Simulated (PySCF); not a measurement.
Al(CF3)(H)(OH) (CH2AlF3O), SMILES [OH][AlH][C](F)(F)F.

Coordinates come from a TPSSh-D3(BJ)/def2-SVP optimisation. The structure was generated by enumeration; whether it is a known compound was not checked. One conformer was computed; it need not be the lowest.

Method: PySCF with TDDFT-PBE/def2-SVPD.

Vertical excitations. Gas-phase values at a fixed geometry.

| state | energy (eV) | λ (nm) | f | main pairs |
|---|---|---|---|---|
| S1 | 5.23 | 237 | 0.000 | HOMO→LUMO 99 % |
| S2 | 6.08 | 204 | 0.009 | HOMO−1→LUMO 67 %, HOMO−2→LUMO 32 % |
| S3 | 6.30 | 197 | 0.011 | HOMO→LUMO+1 91 % |
| S4 | 6.44 | 193 | 0.028 | HOMO−2→LUMO 61 %, HOMO−1→LUMO 29 % |
| S5 | 7.13 | 174 | 0.039 | HOMO−2→LUMO+1 64 %, HOMO−1→LUMO+1 30 % |
| S6 | 7.24 | 171 | 0.001 | HOMO−3→LUMO 99 % |
| S7 | 7.27 | 171 | 0.082 | HOMO−1→LUMO+1 58 %, HOMO−2→LUMO+1 27 % |
| S8 | 7.45 | 166 | 0.128 | HOMO→LUMO+2 78 % |
| S9 | 7.61 | 163 | 0.063 | HOMO−4→LUMO 73 %, HOMO−6→LUMO 16 % |
| S10 | 7.74 | 160 | 0.081 | HOMO→LUMO+3 95 % |
| T1 | 4.83 | 257 | 0 | HOMO→LUMO 99 % |
| T2 | 5.64 | 220 | 0 | HOMO−2→LUMO 65 %, HOMO−1→LUMO 34 % |
| T3 | 5.73 | 216 | 0 | HOMO−1→LUMO 64 %, HOMO−2→LUMO 34 % |
| T4 | 5.88 | 211 | 0 | HOMO→LUMO+1 96 % |
Triplets are in the Tamm–Dancoff approximation, which puts them higher than full response would, so one can lie above its singlet here.
